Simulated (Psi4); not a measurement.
phosphorus nitride (NP), singlet, at a GFN2-xTB geometry, with bond 2-1 at 1.6 times its length; M06-2X/6-31G** (Psi4 1.11).

Here is a job for Psi4.
```
memory 2 GB

molecule {
0 1
N    -0.00000000   -0.00000000   -0.99436149
P     0.00000000    0.00000000    1.33907347
}

set {
  basis 6-31g**
  guess sadno
}

energy('m06-2x')
print_variables()
```

Predict the main parts of the log of this Psi4 run.


```
   => Loading Basis Set <=

    Name: 6-31G**
    Role: ORBITAL
    Keyword: BASIS

         ---------------------------------------------------------
                                   SCF
               by Justin Turney, Rob Parrish, Andy Simmonett
                          and Daniel G. A. Smith
                              RKS Reference
         ---------------------------------------------------------

  ==> Geometry <==

    Molecular point group: c2v
    Full point group: C_inf_v

    Geometry (in Angstrom), charge = 0, multiplicity = 1:

       Center              X                  Y                   Z               Mass
    ------------   -----------------  -----------------  -----------------  -----------------
         N            0.000000000000     0.000000000000    -1.606944051939    14.003074004430
         P            0.000000000000     0.000000000000     0.726490908061    30.973761998420

  Running in c2v symmetry.

  Rotational constants: A = ************  B =      0.32105  C =      0.32105 [cm^-1]
  Rotational constants: A = ************  B =   9624.92510  C =   9624.92510 [MHz]
  Nuclear repulsion =   23.811937368226459

  Charge       = 0
  Multiplicity = 1
  Electrons    = 22
  Nalpha       = 11
  Nbeta        = 11

  ==> Algorithm <==

  SCF Algorithm Type is DF.
  DIIS enabled.
  MOM disabled.
  Fractional occupation disabled.
  Guess Type is SADNO.
  Energy threshold   = 1.00e-06
  Density threshold  = 1.00e-06
  Integral threshold = 1.00e-12

  ==> Primary Basis <==

  Basis Set: 6-31G**
    Blend: 6-31G**
    Number of shells: 14
    Number of basis functions: 34
    Number of Cartesian functions: 34
    Spherical Harmonics?: false
    Max angular momentum: 2

  ==> DFT Potential <==

   => LibXC <=

    Version 7.1.2
    S. Lehtola, C. Steigemann, M. J. T. Oliveira, and M. A. L. Marques,  SoftwareX 7, 1–5 (2018) (10.1016/j.softx.2017.11.002)

   => Composite Functional: M06-2X <=

    Hybrid M06-2X Meta-GGA XC Functional  (10.1007/s00214-007-0310-x)
    Y. Zhao and D. G. Truhlar,  Theor. Chem. Acc., 120, 215, 2008

    Deriv               =              1
    GGA                 =           TRUE
    Meta                =           TRUE

    Exchange Hybrid     =           TRUE
    MP2 Hybrid          =          FALSE

   => Exchange Functionals <=

    1.0000   XC_HYB_MGGA_X_M06_2X

   => Exact (HF) Exchange <=

    0.5400               HF

   => Correlation Functionals <=

    1.0000   XC_MGGA_C_M06_2X

   => LibXC Density Thresholds  <==

    XC_MGGA_C_M06_2X:  1.00E-12
    XC_HYB_MGGA_X_M06_2X:  1.00E-15

   => Molecular Quadrature <=

    Radial Scheme          =       TREUTLER
    Pruning Scheme         =           NONE
    Nuclear Scheme         =       TREUTLER

    Blocking Scheme        =         OCTREE
    BS radius alpha        =              1
    Pruning alpha          =              1
    Radial Points          =             75
    Spherical Points       =            302
    Total Points           =          42586
    Total Blocks           =            384
    Max Points             =            256
    Max Functions          =             34
    Weights Tolerance      =       1.00E-15

   => Loading Basis Set <=

    Name: (6-31G** AUX)
    Role: JKFIT
    Keyword: DF_BASIS_SCF

  ==> Integral Setup <==

  SCF_SUBTYPE=INCORE selected. In-core MEM_DF algorithm will be used.
  Using in-core AOs.

  ==> MemDFJK: Density-Fitted J/K Matrices <==

    J tasked:                   Yes
    K tasked:                   Yes
    wK tasked:                   No
    Algorithm:                 Core
    Schwarz Cutoff:           1E-12
    Mask sparsity (%):       0.1730
    Fitting Condition:        1E-10

   => Auxiliary Basis Set <=

  Basis Set: (6-31G** AUX)
    Blend: CC-PVDZ-JKFIT
    Number of shells: 60
    Number of basis functions: 211
    Number of Cartesian functions: 211
    Spherical Harmonics?: false
    Max angular momentum: 3

  Minimum eigenvalue in the overlap matrix is 1.2281101914E-02.
  Reciprocal condition number of the overlap matrix is 3.1894347513E-03.
    Using symmetric orthogonalization.

  ==> Pre-Iterations <==

  SCF Guess: Superposition of Atomic Densities' Natural Orbitals via on-the-fly atomic UHF (doi:10.1021/acs.jctc.8b01089).

   -------------------------------------------------------
    Irrep   Nso     Nmo     Nalpha   Nbeta   Ndocc  Nsocc
   -------------------------------------------------------
     A1        18      18       7       7       7       0
     A2         2       2       0       0       0       0
     B1         7       7       2       2       2       0
     B2         7       7       2       2       2       0
   -------------------------------------------------------
    Total      34      34      11      11      11       0
   -------------------------------------------------------

  ==> Iterations <==

                           Total Energy        Delta E     RMS |[F,P]|

   @DF-RKS iter   1:  -395.43266173848696   -3.95433e+02   3.06467e-02 DIIS/ADIIS
   @DF-RKS iter   2:  -395.34222680722780    9.04349e-02   4.18181e-02 DIIS/ADIIS
   @DF-RKS iter   3:  -394.62691299375808    7.15314e-01   5.96083e-02 DIIS/ADIIS
   @DF-RKS iter   4:  -395.71359998047268   -1.08669e+00   2.45566e-03 DIIS/ADIIS
   @DF-RKS iter   5:  -395.71525907822280   -1.65910e-03   8.28896e-04 DIIS/ADIIS
   @DF-RKS iter   6:  -395.71538156556159   -1.22487e-04   2.30677e-04 DIIS/ADIIS
   @DF-RKS iter   7:  -395.71539483969400   -1.32741e-05   6.55013e-05 DIIS
   @DF-RKS iter   8:  -395.71539654187882   -1.70218e-06   3.53850e-05 DIIS
   @DF-RKS iter   9:  -395.71539605016977    4.91709e-07   7.46553e-05 DIIS
   @DF-RKS iter  10:  -395.71539640279474   -3.52625e-07   6.35258e-05 DIIS
   @DF-RKS iter  11:  -395.71539726965443   -8.66860e-07   1.82642e-05 DIIS
   @DF-RKS iter  12:  -395.71539734253696   -7.28825e-08   4.54001e-07 DIIS
  Energy and wave function converged.

  ==> Post-Iterations <==

   Electrons on quadrature grid:
      Ntotal   =   21.9999973975 ; deviation = -2.602e-06

    Orbital Energies [Eh]
    ---------------------

    Doubly Occupied:

[...]
    Virtual:

[...]
    Final Occupation by Irrep:
             A1    A2    B1    B2
    DOCC [     7,    0,    2,    2 ]
    NA   [     7,    0,    2,    2 ]
    NB   [     7,    0,    2,    2 ]

  @DF-RKS Final Energy:  -395.71539734253696

   => Energetics <=

    Nuclear Repulsion Energy =             23.8119373682264595
    One-Electron Energy =                -592.1785930345572524
    Two-Electron Energy =                 186.7784749173264629
    DFT Exchange-Correlation Energy =     -14.1272165935326104
    Empirical Dispersion Energy =           0.0000000000000000
    VV10 Nonlocal Energy =                  0.0000000000000000
    Total Energy =                       -395.7153973425369600

Computation Completed

Properties will be evaluated at   0.000000,   0.000000,   0.000000 [a0]

Properties computed using the SCF density matrix

 Multipole Moments:

 ------------------------------------------------------------------------------------
     Multipole            Electronic (a.u.)      Nuclear  (a.u.)        Total (a.u.)
 ------------------------------------------------------------------------------------

 L = 1.  Multiply by 2.5417464519 to convert [e a0] to [Debye]
 Dipole X            :          0.0000000            0.0000000            0.0000000
 Dipole Y            :          0.0000000            0.0000000            0.0000000
 Dipole Z            :          1.5516336           -0.6637564            0.8878773
 Magnitude           :                                                    0.8878773

 ------------------------------------------------------------------------------------

  Variable Map:
  ----------------------------------------------------------------------------
[...]
  Array Variable Map:
  ----------------------------------------------------------------------------
[...]
[...]
```
